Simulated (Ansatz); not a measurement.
HGe(SiH3)3 (Si₃GeH₁₀). Total charge 0; singlet. Geometry r2SCAN-D4/def2-SVP, basis def2-TZVP, Ansatz.

Cartesian coordinates in Å:
```
Ge -0.2710 0.3265 0.5352
Si -1.0169 1.3560 -1.4783
Si -0.9604 -1.9525 0.5694
Si 2.1040 0.4447 0.6594
H -0.8836 1.0633 1.7438
H -0.4089 0.6424 -2.6428
H -0.6010 2.7910 -1.5240
H -2.5054 1.2795 -1.5925
H -0.3774 -2.6537 -0.6152
H -0.4822 -2.6313 1.8123
H -2.4501 -2.0566 0.5037
H 2.5662 1.8659 0.6271
H 2.5996 -0.1980 1.9148
H 2.6871 -0.2770 -0.5129
```

```
run  HOMO (eV)  LUMO (eV)
  A      -7.52      -0.54
  B      -7.91      -0.18
  C      -7.12      -0.68
  D      -7.70      -0.38
  E      -7.50      -0.40
  F      -6.87      -1.00
```

B3LYP takes the VWN-RPA correlation. HSE06 is defined as in plane-wave codes, on full-range PBE exchange.

**Question.** The runs used B3LYP, HSE06, PBE, PBE0, r2SCAN, r2SCANh. Estimate which is which.

**Answer.** A HSE06 (range-separated); B PBE0 (25 % exact exchange); C r2SCAN (0 % exact exchange); D B3LYP (20 % exact exchange); E r2SCANh (10 % exact exchange); F PBE (0 % exact exchange). Exact exchange lowers occupied and raises empty levels; among semilocal functionals meta-GGAs tend to open the gap a little, and such runs are hard to tell apart. The gap grows from 5.88 eV (PBE) to 7.73 eV (PBE0).
